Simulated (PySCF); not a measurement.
Job file and geometry (Å, from GFN2-xTB) of an NMR shielding run on `InChI=1S/C5H13F3Si2/c1-3-4-10(9-2)5(6,7)8/h10H,3-4,9H2,1-2H3/t10-/m1/s1`, PySCF, GIAO PBE0/pcSseg-1 NMR shielding, non-relativistic, gas phase; density fitting, a coarse starting grid and PySCF grid level 2 are the driver's defaults:

```
$ OMP_NUM_THREADS=1 python probes_run.py task.json out

{"job": {"kind": "nmr", "xc": "PBE0", "basis": "pcSseg-1"}, "charge": 0, "multiplicity": 1}
C     -3.655136     0.310688     0.807395
C     -2.462624     0.206557    -0.135557
C     -1.139829     0.362312     0.620783
Si     0.423514     0.307939    -0.468499
Si     2.436569     0.514839     0.681480
C      3.905455     0.318854    -0.503765
C      0.419607    -1.493994    -1.242116
F      0.384627    -2.457679    -0.293790
F     -0.611267    -1.750203    -2.070820
F      1.538728    -1.736502    -1.965127
H     -3.665336     1.278607     1.305054
H     -4.586061     0.195106     0.257473
H     -3.607856    -0.465307     1.568537
H     -2.539302     0.980280    -0.902133
H     -2.488063    -0.760247    -0.639473
H     -1.154896     1.312264     1.159612
H     -1.079810    -0.417764     1.384571
H      0.193032     1.107643    -1.684263
H      2.499682     1.846902     1.302683
H      2.554604    -0.470377     1.766599
H      3.870142    -0.635147    -1.022233
H      3.906768     1.100503    -1.258592
H      4.852700     0.371711     0.025182
```

**Question.** What does the program print?

**Answer.** 
```
coarse grid: 20000 points
cycle   1  E = -1075.8200869781  dE =  8.276e-01  |g| = 9.300e-01  |ddm| = 4.084e+00
cycle   2  E = -1075.6676911794  dE =  1.524e-01  |g| = 1.355e+00  |ddm| = 1.288e+00
cycle   3  E = -1075.9824317720  dE = -3.147e-01  |g| = 7.251e-02  |ddm| = 7.705e-01
cycle   4  E = -1075.9831985423  dE = -7.668e-04  |g| = 4.145e-02  |ddm| = 8.409e-02
cycle   5  E = -1075.9835861662  dE = -3.876e-04  |g| = 5.869e-03  |ddm| = 3.399e-02
cycle   6  E = -1075.9835943047  dE = -8.139e-06  |g| = 1.526e-03  |ddm| = 7.624e-03
final grid: 184544 points
cycle   7  E = -1076.0613172219  dE = -5.574e-05  |g| = 1.045e-02  |ddm| = 2.900e-02
cycle   8  E = -1076.0613024481  dE =  1.477e-05  |g| = 1.351e-02  |ddm| = 1.765e-02
cycle   9  E = -1076.0613425530  dE = -4.010e-05  |g| = 7.747e-04  |ddm| = 9.693e-03
cycle  10  E = -1076.0613426430  dE = -9.002e-08  |g| = 3.374e-04  |ddm| = 7.840e-04
cycle  11  E = -1076.0613426631  dE = -2.013e-08  |g| = 6.751e-05  |ddm| = 2.480e-04
cycle  12  E = -1076.0613426640  dE = -9.136e-10  |g| = 1.851e-05  |ddm| = 7.795e-05
converged SCF energy = -1076.0613426640

GIAO shielding tensors (ppm)
atom      isotropic    diamagn.    paramagn.     s11        s22        s33       span
  0 C      165.843     244.572     -78.729    151.003    158.449    188.077     37.074
  1 C      162.589     247.387     -84.798    151.350    163.111    173.306     21.956
  2 C      170.442     257.676     -87.233    158.878    161.478    190.970     32.092
  3 Si     381.649     883.287    -501.638    351.502    374.916    418.530     67.028
  4 Si     429.378     881.989    -452.611    403.479    409.551    475.103     71.624
  5 C      196.700     251.727     -55.027    191.074    198.579    200.446      9.372
  6 C       43.924     253.871    -209.948     35.251     41.420     55.100     19.850
  7 F      243.416     478.117    -234.701    142.683    260.336    327.230    184.548
  8 F      234.265     476.029    -241.764    139.141    240.405    323.247    184.106
  9 F      238.369     475.252    -236.883    139.033    247.923    328.153    189.120
 10 H       30.785      28.392       2.392     26.673     28.935     36.746     10.073
 11 H       30.301      26.314       3.987     25.309     27.419     38.176     12.868
 12 H       30.717      28.766       1.951     26.572     29.184     36.394      9.822
 13 H       30.341      31.947      -1.606     24.782     30.767     35.475     10.693
 14 H       29.867      32.590      -2.723     23.126     31.351     35.125     12.000
 15 H       31.156      35.248      -4.093     25.608     31.312     36.547     10.939
 16 H       30.802      35.944      -5.142     26.573     30.891     34.942      8.369
 17 H       27.410      31.682      -4.271     24.824     25.940     31.468      6.644
 18 H       27.806      30.714      -2.908     23.792     26.478     33.148      9.355
 19 H       27.594      30.947      -3.353     24.081     26.354     32.348      8.267
 20 H       31.179      30.706       0.473     25.270     30.502     37.765     12.494
 21 H       31.573      29.858       1.715     26.901     29.028     38.789     11.887
 22 H       31.306      26.386       4.920     26.039     27.768     40.111     14.072
```

**Question.** Turn these shieldings into chemical shifts. References, each an isolated molecule treated in the same way: 13C (186.93 ppm) and 29Si (349.16 ppm) and 1H (31.72 ppm) vs TMS; CFCl3 for 19F (170.95 ppm).

**Answer.** Averaging equivalent atoms: C 6: 143.0; C 1: 24.3; C 0: 21.1; C 2: 16.5; C 5: -9.8; Si 3: -32.5; Si 4: -80.2; F 7/8/9: -67.7; H 17: 4.31; H 19: 4.12; H 18: 3.91; H 14: 1.85; H 13: 1.38; H 10/11/12: 1.12; H 16: 0.92; H 15: 0.56; H 20/21/22: 0.36 ppm. Unscaled 19F shifts against computed CFCl3 carry errors that often reach 10 to 50 ppm.

Size and cost of the density-fitted run: 249 basis functions, 2.1 min wall time on 1 thread of an Arm Neoverse N1, shared host; peak memory 1.2 GiB.
